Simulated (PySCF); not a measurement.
**Dipole response of Cl⁺ (chlorine, charge +1)**

[Ne] 3s2 3p4, high-spin 3P determinant. All numbers are calculated (PySCF 2.14, scalar relativity by spin-free X2C-1e, in aug-cc-pCVQZ-DK (10s9p7d5f3g, 134 functions)). Coupled (time-dependent) response in atomic units; α is the mean over directions.

```csv
method,mean α (bohr³),"α xx, yy, zz",C₆ (like pair),S(−4)
CAM-B3LYP,8.734,"8.570, 9.064, 8.570",41.27,18.70
```

S(−4) is the Cauchy moment in α(ω) = α(0) + S(−4) ω² + …

α(iu) at CAM-B3LYP:

| u (hartree) | α(iu) (bohr³) |
| --- | --- |
| 0 | 8.734 |
| 0.0500 | 8.688 |
| 0.100 | 8.552 |
| 0.200 | 8.053 |
| 0.300 | 7.353 |
| 0.500 | 5.799 |
| 0.750 | 4.162 |
| 1.00 | 3.020 |
| 1.50 | 1.734 |
| 2.00 | 1.112 |
| 3.00 | 0.5763 |
| 5.00 | 0.2514 |

A single London oscillator, α(iu) = α/(1 + u²/ω²), gives C₆ = (3/4) ω α². Matching the computed C₆ needs ω = 4 × 41.27 / (3 × 8.734²) = 0.721 hartree.

For an ion, C₆ is the dispersion term alone; charge-induced terms of lower order in 1/R come first.

The components differ because the open shell of this determinant is not spherical; for a pure term their mean is the scalar polarisability.
